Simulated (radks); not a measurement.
Task: Species: Sb10+. Configuration: [Kr] 4d5 (the NIST ground configuration). All-electron calculation, Dirac Kohn-Sham, BLYP, spin-unpolarised, spherical densities, finite nucleus; open shells fill j = l - 1/2 first; Fermi nuclear charge, rms radius 4.6802 fm. Program: a radial shooting solver on a logarithmic mesh with Libxc functionals. Some entries of the table are withheld. Estimate them.

orbital  occ.  eigenvalue (Ry)  <1/r> (bohr^-1)  <r^2> (bohr^2)
1s1/2       2        -2240.225            54.32        0.001094
2s1/2       2        -352.8163            12.63         0.01766
2p1/2       2        -331.0349            12.61         0.01310
2p3/2       4        -312.5159            11.70         0.01440
3s1/2       2        -80.19736            4.485          0.1244
3p1/2       2        -71.30135            4.395          0.1191
3p3/2       4        -67.86785            4.173          0.1274
3d3/2       4        -52.17966              (1)          0.1083
3d5/2       6        -51.46361              (2)          0.1107
4s1/2       2        -23.78675            1.843          0.6543
4p1/2       2        -20.65898            1.749             (3)
4p3/2       4        -19.94262            1.682             (4)
4d3/2       4        -14.81514            1.491             (5)
4d5/2       1        -14.69147            1.475             (6)

Result: 
(1) 3d3/2 <1/r> (bohr^-1): 4.025
(2) 3d5/2 <1/r> (bohr^-1): 3.968
(3) 4p1/2 <r^2> (bohr^2): 0.7076
(4) 4p3/2 <r^2> (bohr^2): 0.7489
(5) 4d3/2 <r^2> (bohr^2): 0.9001
(6) 4d5/2 <r^2> (bohr^2): 0.9148
